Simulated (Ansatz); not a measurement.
`c1cc2sc(-c3cc4sc(-c5cc6sccc6s5)cc4s3)cc2s1`. Charge 0, multiplicity 3. Geometry r2SCAN-D4/def2-SVP, that of the neutral singlet; atoms count from 1.

```xyz
32

C     2.215   -6.533    4.695
C     1.474   -6.556    3.535
C     1.302   -5.244    3.019
S     0.503   -4.560    1.642
C     0.997   -2.933    2.108
C     0.613   -1.809    1.295
C    -0.136   -1.807    0.124
C    -0.305   -0.502   -0.385
S    -1.104    0.183   -1.763
C    -0.611    1.809   -1.297
C    -0.996    2.933   -2.109
C    -1.742    2.934   -3.280
C    -1.911    4.242   -3.790
S    -2.704    4.934   -5.168
C    -2.215    6.533   -4.695
C    -1.475    6.556   -3.535
C    -1.302    5.245   -3.019
S    -0.508    4.560   -1.639
C     0.137    1.807   -0.124
C     0.306    0.502    0.384
S     1.103   -0.183    1.763
C     1.742   -2.934    3.280
C     1.912   -4.243    3.790
S     2.706   -4.934    5.167
H     2.508   -7.381    5.315
H     1.077   -7.467    3.084
H    -0.536   -2.716   -0.330
H    -2.139    2.025   -3.736
H    -2.510    7.381   -5.314
H    -1.080    7.467   -3.083
H     0.536    2.716    0.331
H     2.140   -2.025    3.735
```

Single mean-field runs in def2-TZVP are fitted with def2-universal-jkfit. At PBE0-D4/def2-TZVP a singlet of charge 0 lies 1.87 eV below the triplet at the same geometry.

**Question.** Estimate the Mulliken populations of the heavy atoms from the PBE0/def2-TZVP orbitals of Ansatz.

**Answer.** 
```csv
atom,charge (e),spin (α − β)
C1,-0.15,0.19
C2,-0.26,-0.08
C3,0.04,0.17
S4,-0.01,0.03
C5,0.11,-0.05
C6,0.15,0.34
C7,-0.38,0.04
C8,0.12,0.15
S9,-0.02,0.03
C10,0.15,0.34
C11,0.11,-0.05
C12,-0.35,0.28
C13,0.10,-0.07
S14,0.05,0.00
C15,-0.15,0.19
C16,-0.26,-0.08
C17,0.04,0.17
S18,-0.01,0.03
C19,-0.38,0.04
C20,0.12,0.15
S21,-0.02,0.03
C22,-0.35,0.28
C23,0.10,-0.07
S24,0.05,0.00
```
Mulliken values depend strongly on the basis.

**Question.** Where does the spin sit?

**Answer.** Summed by element: C 1.93, S 0.13, H -0.05, of 2 unpaired in all. Largest on single atoms: C10 0.34, C6 0.34, C22 0.28.

**Question.** And the Mayer bond orders between heavy atoms (over 0.3)?

**Answer.** C1–C2 1.66 (1.38 Å); C1–S24 1.20 (1.74 Å); C2–C3 1.24 (1.42 Å); C3–S4 1.21 (1.73 Å); C3–C23 1.31 (1.40 Å); S4–C5 1.20 (1.76 Å); C5–C6 1.15 (1.44 Å); C5–C22 1.35 (1.39 Å); C6–C7 1.25 (1.39 Å); C6–S21 1.18 (1.76 Å); C7–C8 1.44 (1.41 Å); C8–S9 1.20 (1.73 Å); C8–C20 1.16 (1.40 Å); S9–C10 1.18 (1.76 Å); C10–C11 1.15 (1.44 Å); C10–C19 1.25 (1.39 Å); C11–C12 1.35 (1.39 Å); C11–S18 1.20 (1.76 Å); C12–C13 1.29 (1.41 Å); C13–S14 1.24 (1.73 Å); C13–C17 1.31 (1.40 Å); S14–C15 1.20 (1.74 Å); C15–C16 1.66 (1.38 Å); C16–C17 1.24 (1.42 Å); C17–S18 1.21 (1.73 Å); C19–C20 1.44 (1.41 Å); C20–S21 1.20 (1.73 Å); C22–C23 1.29 (1.41 Å); C23–S24 1.24 (1.73 Å).
